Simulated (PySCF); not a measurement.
**Electron correlation in Mn³⁺ (manganese, charge +3)**

[Ar] 3d4, high-spin 5D determinant. Computed with PySCF 2.14 in def2-TZVPPD (6s6p4d2f1g, 67 functions), with the non-relativistic Hamiltonian (point nucleus). Frozen: [Ar]; 4 electrons correlated.

```csv
level,correlation energy (mhartree)
CCSD,-41.76
(T),-0.20
CCSD(T),-41.96
```

Diagnostics: T1 = 0.0021, D1 = 0.0030, largest double amplitude 0.013.

Cost of the coupled-cluster step: of the order of 1.4 core-seconds, for 4 correlated electrons.

Iterations:

```
CC2 = 0
CCSD nocc = (np.int64(4), np.int64(0)), nmo = (58, 58)
frozen orbitals [[0, 1, 2, 3, 4, 5, 6, 7, 8], [0, 1, 2, 3, 4, 5, 6, 7, 8]]
max_cycle = 100
direct = 0
conv_tol = 1e-08
conv_tol_normt = 1e-06
diis_space = 8
diis_start_cycle = 0
Init t2, MP2 energy = -0.0377038892652754
Init E_corr(UCCSD) = -0.0377038892869311
cycle = 1  E_corr(UCCSD) = -0.0412681986050734  dE = -0.00356430932  norm(t1,t2) = 0.00902231
cycle = 2  E_corr(UCCSD) = -0.0416749751483994  dE = -0.000406776543  norm(t1,t2) = 0.00225976
cycle = 3  E_corr(UCCSD) = -0.0417712136428512  dE = -9.62384945e-05  norm(t1,t2) = 0.00085443
cycle = 4  E_corr(UCCSD) = -0.0417609171964279  dE = 1.02964464e-05  norm(t1,t2) = 0.000193757
cycle = 5  E_corr(UCCSD) = -0.0417635480955421  dE = -2.63089911e-06  norm(t1,t2) = 2.45742e-05
cycle = 6  E_corr(UCCSD) = -0.0417634832614258  dE = 6.48341164e-08  norm(t1,t2) = 2.93157e-06
cycle = 7  E_corr(UCCSD) = -0.0417634856634328  dE = -2.40200706e-09  norm(t1,t2) = 5.89564e-07
UCCSD converged
E(UCCSD) = -1147.93170155176  E_corr = -0.04176348566343281
UCCSD(T) correction = -0.000200701816879704
```
